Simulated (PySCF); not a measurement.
Task: Give a PBE0-D3(BJ)/def2-SVP geometry of `F[Si]([SiH3])([SiH3])P`.

Result: 
Z-matrix in Å and degrees, rows numbered from 1:
```
F 
Si  1  1.6411
Si  2  2.3443  1  108.80
Si  2  2.3480  1  109.34  3  -122.03
P   2  2.2691  1  107.98  3   121.35
H   3  1.4950  2  110.20  1    61.95
H   3  1.4966  2  107.11  1  -179.70
H   3  1.4950  2  112.18  1   -60.20
H   4  1.4940  2  111.03  1   -61.44
H   4  1.4967  2  107.55  1   179.24
H   4  1.4945  2  110.63  1    60.37
H   5  1.4322  2   90.50  1  -177.05
H   5  1.4307  2   94.91  1   -83.53
```

P5 (three-coordinate phosphorus) is pyramidal (angles 94.9°, 93.5° and 90.5°, sum 278.9°, 0.88 Å off the plane of its three neighbours). Si2 (fluorine-bound silicon) is tetrahedral (angles from 107.5° to 111.6°). Si3 (SiH3 silicon) is tetrahedral (angles from 107.1° to 112.2°).

Method: PySCF, PBE0-D3(BJ)/def2-SVP geometry optimisation, gas phase.

Not checked by PBE0-D3(BJ)/def2-SVP frequencies. The numbers are those of one conformer (F1–Si2–P5–H -177° and -84°).
